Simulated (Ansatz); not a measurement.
Consider the redistribution: `N#[C][Sn]([Cl])([C]#N)[C]#N` + `C=C[SiH](F)Cl` → `N#[C][Sn]([Cl])([Cl])[C]#N` + `C=C[SiH](F)C#N`.

Computed with Ansatz on PBE0-D4/def2-TZVP structures; ΔE is electronic, products minus reactants. CCSD(T)/CBS is the MP2 limit (def2-TZVPP, def2-QZVPP) plus CCSD(T) − MP2 in def2-TZVPP, frozen cores. DFT in def2-TZVPP. B3LYP here is the variant with VWN-RPA as its local correlation; programs differ in this. HSE06 is defined as in plane-wave codes. Elements past krypton have def2 core potentials. For Sn outer-core shells are correlated without core-valence functions, which leaves a few kJ/mol of doubt a bond. One conformer a species, not always the lowest.

| level | ΔE (kJ/mol) | difference from CCSD(T)/CBS |
| --- | --- | --- |
| LDA (SPW92) | -11.7 | -2.5 |
| PBE-D4 | -13.4 | -4.2 |
| revPBE-D4 | -13.0 | -3.8 |
| BLYP-D4 | -17.2 | -8.0 |
| r2SCAN-D4 | -15.0 | -5.8 |
| B97M-V | -15.2 | -6.0 |
| PBE0-D4 | -12.9 | -3.7 |
| B3LYP-D4 | -16.5 | -7.3 |
| r2SCANh-D4 | -14.5 | -5.3 |
| r2SCAN0-D4 | -13.8 | -4.6 |
| HSE06-D4 | -13.1 | -3.9 |
| CAM-B3LYP-D4 | -13.9 | -4.7 |
| ωB97X-V | -11.1 | -1.9 |
| B2PLYP | -12.1 | -2.9 |
| PBE-QIDH | -8.9 | 0.3 |
| PBE | -13.4 | -4.2 |
| revPBE | -13.5 | -4.3 |
| BLYP | -17.3 | -8.1 |
| r2SCAN | -15.0 | -5.8 |
| PBE0 | -12.8 | -3.6 |
| r2SCANh | -14.5 | -5.3 |
| r2SCAN0 | -13.8 | -4.6 |
| HSE06 | -13.0 | -3.8 |
| BHLYP | -16.4 | -7.2 |
| CAM-B3LYP | -13.8 | -4.6 |
| LC-ωPBE | -8.3 | 0.9 |
| RPA@PBE/def2-TZVPP | -4.4 | 4.8 |
| MP2/def2-SVP | -13.8 | -4.6 |
| CCSD/def2-SVP | -15.4 | -6.2 |
| CCSD(T)/def2-SVP | -14.8 | -5.6 |
| HF/def2-TZVPP | -17.6 | -8.4 |
| MP2/def2-TZVPP | -4.2 | 5.0 |
| SCS-MP2/def2-TZVPP | -5.9 | 3.3 |
| CCSD/def2-TZVPP | -6.5 | 2.7 |
| CCSD(T)/def2-TZVPP | -5.4 | 3.8 |
| MP2/def2-QZVPP | -6.8 | 2.4 |
| SCS-MP2/def2-QZVPP | -8.2 | 1.0 |
| HF/CBS(def2) | -18.8 | -9.6 |
| MP2/CBS(def2) | -8.0 | 1.2 |
| CCSD/CBS(def2) | -10.3 | -1.1 |
| CCSD(T)/CBS | -9.2 | 0 |

Largest T1 diagnostic among the species: 0.014.

In def2-TZVPP, CCSD(T) changes the Hartree–Fock value by +12.2 kJ/mol (the triples alone add +1.1 kJ/mol) and MP2 by +13.3 kJ/mol. Leaving LDA and LC-ωPBE aside and taking each functional with its dispersion term where it has one, the values spread over 8.3 kJ/mol, from BLYP-D4 to PBE-QIDH.

CCSD(T)/CBS has its own doubt, a few kJ/mol and more with outer-core shells, so smaller differences from it don't rank the levels.
